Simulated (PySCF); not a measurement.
Species: C3H10OSi.
Z-matrix (Å and degrees, PBE0-D3(BJ)/def2-SVP geometry), rows numbered from 1:
```
C 
O   1  1.3934
C   2  1.4028  1  113.69
Si  3  1.8975  2  107.62  1   179.66
C   4  1.8748  3  109.38  2    55.13
H   1  1.1084  2  111.89  3   -60.37
H   1  1.1086  2  111.88  3    60.66
H   1  1.0994  2  108.07  3  -179.86
H   3  1.1112  2  111.54  1    58.31
H   3  1.1121  2  111.31  1   -59.83
H   4  1.4956  3  109.05  2   -66.02
H   4  1.4989  3  107.97  2   176.64
H   5  1.1009  4  110.82  3    64.11
H   5  1.1006  4  108.98  3   -54.69
H   5  1.1003  4  111.89  3  -174.90
```

Method: TDDFT wB97X-D/def2-SVPD, vertical, gas phase, core orbitals frozen in the response in PySCF 2.14.0, density-fitted response routines.

Kohn–Sham orbitals with the atoms that hold most of them (Löwdin shares over 4%, at most four atoms; ? is withheld):

```tsv
orbital	ε (eV)	atoms
HOMO-3	-11.05	Si4 36%, H12 29%, H11 14%, C5 10%
HOMO-2	-10.87	C5 34%, Si4 28%, H11 16%, H13 5%
HOMO-1	-10.24	C3 31%, O2 22%, Si4 18%, C5 6%
HOMO	-9.51	?
LUMO	2.26	?
LUMO+1	2.52	Si4 17%, C5 15%, H12 8%, C1 8%
LUMO+2	2.76	Si4 26%, C1 14%, H12 10%, H11 9%
```

Q: Which atoms hold the HOMO, and with what shares?

A: O2 (bonded to 2 C) 58%; C3 (bonded to O, Si and 2 H) 10%; C1 (bonded to O and 3 H) 10%; H10 (bonded to C) 5%. By element: oxygen 58%, carbon 21% or more, hydrogen 5% or more.

Q: Which atoms hold the LUMO, and with what shares?

A: Si4 (bonded to 2 C and 2 H) 25%; C1 (bonded to O and 3 H) 12%; C3 (bonded to O, Si and 2 H) 11%; C5 (bonded to Si and 3 H) 10%. By element: carbon 33%, silicon 25%.

Q: How does S1 compare with the orbital gap of 11.78 eV?

A: S1 is at 7.36 eV (f = 0.025), 4.42 eV below the gap, made of HOMO→LUMO (71%), HOMO→LUMO+4 (10%), HOMO→LUMO+1 (8%). Without the coupling terms of the response equations the lowest excitation would equal the gap.

Q: One configuration dominates each of S1, S3 and S5. Which, and how do the shares of the two leading atoms of either orbital change from the occupied to the empty one?

A: 
- S1 (7.36 eV, f 0.025), HOMO→LUMO (71%): O2 58% → at most 10%, C3 10% → 11%, Si4 at most 6% → 25%, C1 10% → 12%
- S3 (8.23 eV, f 0.042), HOMO-1→LUMO (80%): C3 31% → 11%, O2 22% → at most 10%, Si4 18% → 25%, C1 at most 7% → 12%
- S5 (8.52 eV, f 0.039), HOMO-1→LUMO+1 (70%): C3 31% → at most 8%, O2 22% → at most 8%, Si4 18% → 17%, C5 6% → 15%

Rough CPU time on one thread of a shared machine: about 50 s.

One conformer stands for the species.
